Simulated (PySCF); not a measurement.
## [CoF6]4-: what the settings change

The complex [CoF6]4- (charge -4) contains Co(II), shell d7. The structure is a PBE0-D3(BJ)/def2-SVP, IEF-PCM water geometry optimised for multiplicity 4; coordination octahedral, point group D4h, metal–donor distances 2.06–2.20 Å.

```
7

Co    0.000    0.000    0.000
F     2.064    0.000    0.000
F    -2.064    0.000    0.000
F     0.000    2.064    0.000
F     0.000   -2.064    0.000
F     0.000    0.000    2.197
F     0.000    0.000   -2.197
```

Method (PySCF 2.14, density fitting): CASSCF(7,5) with orbitals averaged over all microstates of the shell, strongly contracted NEVPT2 on the averaged canonical orbitals; basis x2c-TZVPall on the metal, x2c-SVPall elsewhere; spin-free X2C; IEF-PCM water; spin-orbit coupling by state interaction with the mean-field operator over all roots.

Base run: NEVPT2 ground state 4A2g (from 4T1g), next 4Eg (from 4T1g) at 358, then 4B2g (from 4T2g) at 5410 cm⁻¹, 10Dq(CASSCF) 5488, B(CASSCF) 1224, ζ 520 cm⁻¹, μeff(300 K) 5.38 μB.

What happens with the basis x2c-TZVPall on all atoms?

NEVPT2 ground state 4A2g (from 4T1g), next 4Eg (from 4T1g) at 356, then 4B2g (from 4T2g) at 5084 cm⁻¹, 10Dq(CASSCF) 5260, B(CASSCF) 1224, ζ 520 cm⁻¹, μeff(300 K) 5.40 μB. It took 32 s against 12 s on a shared host of the same kind.

What happens with orbitals averaged over the highest spin alone?

NEVPT2 ground state 4A2g (from 4T1g), next 4Eg (from 4T1g) at 348, then 4B2g (from 4T2g) at 5261 cm⁻¹, 10Dq(CASSCF) 5497, B(CASSCF) 1232, ζ 523 cm⁻¹, μeff(300 K) 5.40 μB.

No frequencies were computed for the optimised geometry. NEVPT2 lifts 4B2g (from 4T2g) from 4256 to 5410 cm⁻¹; on the d shell alone it tends to overshoot states that fill the eg-type orbitals.
